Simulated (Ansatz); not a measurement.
`B[Se]C` + `[SiH3]Br` → `B[SiH2]Br` + `C[SeH]`  (formal exchange of groups at a B–Se bond)

Computed with Ansatz on PBE0-D4/def2-TZVP structures; ΔE is electronic, products minus reactants. CCSD(T)/CBS is the MP2 limit (def2-TZVPP, def2-QZVPP) plus CCSD(T) − MP2 in def2-TZVPP, frozen cores. Functionals use def2-TZVPP. For Br, Se outer-core shells are correlated without core-valence functions, which leaves a few kJ/mol of doubt a bond. Scalar relativity is left out up to krypton.

| level | ΔE (kJ/mol) |
| --- | --- |
| ωB97X-V | 115.1 |
| RPA@PBE/def2-TZVPP | 122.4 |

What does CCSD(T)/CBS give? (Best estimate.)

The calculation gave: +123.5 kJ/mol. The listed levels differ from it by -8.4, -1.1 kJ/mol.

Largest T1 diagnostic among the species: 0.013.

Leaving LDA and LC-ωPBE aside and taking each functional with its dispersion term where it has one, the values, not all of them listed here, spread over 9.1 kJ/mol, from ωB97X-V to r2SCAN-D4. LDA lies +7.2 kJ/mol from PBE without D4. From BLYP to BHLYP (50 % exact exchange), in def2-TZVPP and without D4, ΔE moves by −3.6 kJ/mol. In def2-TZVPP, CCSD(T) changes the Hartree–Fock value by +15.0 kJ/mol (the triples alone add +4.3 kJ/mol) and MP2 by +23.6 kJ/mol.
